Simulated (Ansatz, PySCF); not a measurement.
Caution, from a PySCF single point (B3LYP-D3(BJ)/def2-TZVPD) at this geometry: the highest occupied level lies above zero, so the state may not be bound. This triplet is an excited state, 0.70 eV above the relaxed singlet at the level B3LYP-D3(BJ)/def2-TZVPD (PySCF).

A geometry relaxed with B3LYP-D3(BJ)/def2-TZVPD (Ansatz, a first-principles code), charge -1, multiplicity 3:

```xyz
10

C      1.3279    -0.1305    -0.0401
Al    -0.0233    -0.2649     1.3844
C      2.6598    -0.3520    -0.0245
H      3.2911    -0.2373    -0.9051
H     -2.6934     1.6701     0.3572
H      3.1790    -0.6610     0.8807
H     -3.2677     0.0853     1.9945
H     -3.0433    -0.5537    -0.2575
H      0.9304     0.1760    -1.0155
Si    -2.3605     0.2678     0.8109
```

Q: Write the SMILES of this molecule.

A: `C=[CH][Al-][SiH3]`
